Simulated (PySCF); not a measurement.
Compound: Ge(CN)Cl3, CCl3GeN.
InChI=1S/CCl3GeN/c2-5(3,4)1-6

The calculation used TDDFT B3LYP/def2-SVPD, vertical, gas phase, core orbitals frozen in the response (PySCF). Geometry: PBE0-D3(BJ)/def2-SVP; no solvent, vibrations or thermal averaging. The B3LYP/def2-SVPD calculation is non-relativistic and has no spin–orbit coupling, an omission that weighs most on germanium.

Each state is given a Gaussian of 0.5 eV full width at half maximum, with ε(max) = 2.175×10⁸ f / Δν̃ (Δν̃ the width in cm⁻¹). The width is an assumption, not a result. The curve ends short of the highest state used, and states not computed would add to its high-energy end.

E (eV), ε (L mol⁻¹ cm⁻¹) and a bar:
```
     5.18          0 
     5.23          0 
     5.28          0 
     5.33          0 
     5.38          1 
     5.43          3 
     5.47          5 
     5.52         12 
     5.57         24 
     5.62         47 
     5.67         86 #
     5.72        150 #
     5.77        249 ##
     5.82        393 ##
     5.87        588 ####
     5.92        840 #####
     5.96       1081 #######
     6.01       1425 #########
     6.06       1806 ###########
     6.11       2211 ##############
     6.16       2627 ################
     6.21       3044 ###################
     6.26       3453 #####################
     6.31       3846 ########################
     6.36       4207 ##########################
     6.40       4459 ############################
     6.45       4703 #############################
     6.50       4841 ##############################
     6.55       4851 ##############################
     6.60       4727 #############################
```

**Question.** Locate the maxima and give the states behind the curve.

**Answer.** 190 nm (6.53 eV), ε about 4900, made up of S4 (36%), S5 (25%) and S6 (26%) (ε in L mol⁻¹ cm⁻¹; maxima over ε = 5, shares over 10%). The states used: S1 5.93 eV (f 0.0000); S2 6.19 eV (f 0.016); S3 6.19 eV (f 0.016); S4 6.46 eV (f 0.034); S5 6.61 eV (f 0.025); S6 6.62 eV (f 0.026); S7 6.77 eV (f 0.0000); S8 6.91 eV (f 0.0001); S9 6.91 eV (f 0.0002); S10 6.93 eV (f 0.0034); S11 6.93 eV (f 0.0037); S12 7.09 eV (f 0.010); S13 7.10 eV (f 0.0092); S14 7.20 eV (f 0.032).

**Question.** What would ε be at 6.53 eV, the highest of these maxima, with half the width (0.25 eV)?

**Answer.** About 6920 L mol⁻¹ cm⁻¹ against 4860, a factor of about 1.4; a lone state at its own centre would give exactly 2.

**Question.** On this curve, what absorbance would a 10⁻⁴ mol/L sample give at 193 nm over a 1 cm path?

**Answer.** 193 nm is 6.424 eV, where ε is about 4600 L mol⁻¹ cm⁻¹, so A = ε c l ≈ 0.46 (Beer–Lambert, with the gas-phase spectrum and the assumed width).

**Question.** Does any computed singlet lie in the visible range?

**Answer.** No computed singlet lies in the visible range (380 to 750 nm); the lowest, at 209 nm, stands 2.67 eV above its violet end (3.26 eV).
